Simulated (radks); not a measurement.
Values are calculated unless marked as measured or tabulated.
Valence configurations of Ar IV (all share [Ne]). Level of theory: scalar-relativistic Kohn-Sham, PBE, spin-unpolarised, spherical densities, finite nucleus; Fermi nuclear charge, rms radius 3.4274 fm (a radial shooting solver on a logarithmic mesh with Libxc functionals). Energies are relative to 3s2 3p3; eigenvalues in eV.

| valence | E (eV) | e(3p) | e(3s) |
|---|---|---|---|
| 3s2 3p3 | 0.000 | -49.939 | -65.586 |
| 3p5 | 31.365 | -50.903 | - |
| 3s1 3p4 | 15.665 | -50.428 | -66.111 |
| 3s1.5 3p3.5 | 7.828 | -50.186 | -65.851 |
| 3s0.5 3p4.5 | 23.511 | -50.668 | -66.368 |

NIST lists [Ne] 3s2 3p3 as the ground configuration; this level of theory agrees among the configurations tried. The energies are those of spherical spin-averaged densities, not of single terms.
